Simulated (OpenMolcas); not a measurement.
## Re4+: effect of the active space

- Program: OpenMolcas 26.06
- Method: MS-CASPT2 or its RAS form, IPEA 0.25 Eh, imaginary shift 0.1 Eh
- Basis: ANO-RCC-VQZP
- Scalar Hamiltonian: DKH2, point nucleus
- Spin-orbit coupling: RASSI with atomic mean-field integrals over the reference wave functions, term energies averaged over their components

A. 3 electrons in 5 orbitals (5d); 2S+1 = 4 even, 10 roots; 2S+1 = 2 even, 40 roots; closed shells correlated: 5s 5p; CASPT2 step roughly 70 core-seconds
B. 9 electrons in 8 orbitals (RAS1 5p, at most 2 holes; RAS2 5d); 2S+1 = 4 even, 10 roots; 2S+1 = 2 even, 40 roots; closed shells correlated: 5s; CASPT2 step about 2.4 core-minutes
C. 3 electrons in 10 orbitals (5d 6d); 2S+1 = 4 even, 10 roots; 2S+1 = 2 even, 40 roots; closed shells correlated: 5s 5p; CASPT2 step of the order of 12 core-minutes

Energies in cm⁻¹ above 5d³ ⁴F_3/2, the measured ground level; measured values from the list in Brasseur, Gamrath and Quinet, At. Data Nucl. Data Tables 157, 101636 (2024).

```tsv
Level	A	B	C	Measured
5d³ ⁴F_3/2	0.0	0.0	0.0	0.0
5d³ ⁴F_5/2	4960	5170	4990	4853
5d³ ⁴F_7/2	9120	9440	9160	8973
5d³ ⁴F_9/2 [62 %]	12060	12400	12140	11914
5d³ ⁴P_1/2 [62 %]	14740	14720	14420	14325
5d³ ²G_7/2	19300	19750	19280	19013
5d³ ²H_9/2 [55 %]	20380	20730	20410	19967
5d³ ⁴P_5/2	21470	21900	21570	20922
5d³ ²P_1/2 [62 %]	24280	24430	23790	23669
5d³ ²H_11/2	27620	28020	27840	27077
5d³ ²D_5/2(1)	29600	30280	29610	28739
5d³ ²G_9/2 [55 %]	30860	31610	31010	
5d³ ²P_3/2 [52 %]	33460	33930	33060	
5d³ ²F_5/2	35310	35730	35420	34162
5d³ ²F_7/2	35630	36090	35700	34625
5d³ ²D_3/2(2)	53960	54190	54010	52052
5d³ ²D_5/2(2)	54040	54430	54210	52467
```

Deviations, from unrounded energies. A percentage is the sum of absolute deviations over the sum of measured energies, with the sign that they share, or ± where signs differ.

```json
{"Against measurement": "mean absolute deviation (cm-1)", "Levels": "14", "A": "690", "B": "1000", "C": "700"}
{"Against measurement": "fine structure of the ground term (%)", "Levels": "3", "A": "+1.6", "B": "+4.9", "C": "+2.2"}
{"Against measurement": "other terms of the ground configuration (%)", "Levels": "11", "A": "+2.8", "B": "+4.1", "C": "+2.8"}
```

A, C lie about equally close to measurement and B furthest from it. The largest miss of A in the table is 5d³ ²D_3/2(2), by +1900 cm-1. The ranking rests on the paired levels alone, and a cruder setting can come out closer through cancelling errors.

The two smallest mean deviations differ by little beside CASPT2's spread within terms, so their order carries little weight.

Among A to C the level of the table that moves most is 5d³ ²P_3/2 [52 %], by 870 cm-1 (lowest in C, highest in B). Moves below CASPT2's spread within the term are not significant.

CASPT2 breaks the degeneracy within a term, and the mean is taken; among the terms shown or strongly mixed into the levels shown the widest spread is 870 cm-1 (5d³ ⁴F, B). Active for correlation alone: 5p; no level in the range computed is led by a configuration that opens it, so any true level of that kind is missing (holds for B). Active for correlation alone: 6d; no level in the range computed is led by a configuration that fills it, so any true level of that kind is missing (holds for C). Computed and measured levels are paired by configuration, term and J; levels that our copy of the source lacks, or whose pairing is in doubt (as where it misses far off the trend of its configuration), stay unpaired and out of the deviations. Levels of configurations outside the active space are missing. The table leaves out levels that lie high or whose names do not pair safely across all columns.

A share in square brackets marks a mixed level and gives the weight of the term that names it, the lowest over the columns. A number in round brackets counts repeated terms of one configuration in the order of the reference energies.
